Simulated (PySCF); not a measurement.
# Electron correlation in Mn⁺ (manganese, charge +1)

[Ar] 3d5 4s1, high-spin 7S determinant. Calculation: PySCF 2.14, in cc-pVTZ-DK (7s6p4d2f1g, 68 functions); the spin-free X2C one-electron Hamiltonian (Gaussian nucleus). Frozen: [Ar]; 6 electrons correlated.

MP2 pair energies summed by pair of shells (mhartree):

| pair | energy | share (%) |
| --- | --- | --- |
| 3d-3d | -71.46 | 83.6 |
| 3d-4s | -14.01 | 16.4 |

Total MP2 correlation energy: -85.47 mhartree.

Same-spin part -85.47 and opposite-spin part 0.00 mhartree; SCS-MP2 scales them by 1/3 and 6/5 to -28.49 mhartree.
